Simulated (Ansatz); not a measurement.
Spin states of O3W (SMILES [O]=[W](=[O])=[O]), each relaxed with B3LYP-D3(BJ)/def2-TZVP.
State 1 (charge 0, multiplicity 1):
```xyz
4

W      0.1938     0.3447     0.2524
O      1.3391    -0.4653    -0.7568
O     -0.5837    -0.8536     1.2250
O     -1.0073     1.0411    -0.7765
```
State 2 (charge 0, multiplicity 3):
```json
[
 {"atom": "W", "x (Å)": "0.1325", "y (Å)": "0.1942", "z (Å)": "0.1633"},
 {"atom": "O", "x (Å)": "1.4480", "y (Å)": "-0.4789", "z (Å)": "-0.7176"},
 {"atom": "O", "x (Å)": "-0.5347", "y (Å)": "-0.8805", "z (Å)": "1.3293"},
 {"atom": "O", "x (Å)": "-1.1039", "y (Å)": "1.2321", "z (Å)": "-0.8309"}
]
```

Singlets are restricted, other states unrestricted; no spin–orbit coupling, no relativity up to Kr; see below for the cores. The largest T1 diagnostic is 0.036.

Correlated levels freeze the inner cores; with def2 sets outer-core shells near the valence are correlated too. CBS(a, b) extrapolates the correlation energy as X⁻³ and adds the Hartree–Fock energy of set b.

Run with Ansatz (a program for electronic structure).  In def2 rows elements past Kr take small-core potentials, without spin–orbit coupling.

Problem. What energy of the multiplicity-3 state less that of the multiplicity-1 state does CCSD(T)/def2-SVP give?

Solution. 40.1 kcal/mol

Problem. Estimate the energy of the multiplicity-3 state less that of the multiplicity-1 state that wB97M-V/def2-TZVPP returns for this input.

Solution. 35.2 kcal/mol

Problem. What energy of the multiplicity-3 state less that of the multiplicity-1 state does CCSD(T)/CBS(def2-SVP, def2-TZVPP) give?

Solution. 41.1 kcal/mol

Doubts at one or more of the structures used: a restricted determinant that unrestricted orbitals would lower (CCSD(T)/def2-SVP, CCSD(T)/CBS(def2-SVP, def2-TZVPP)).
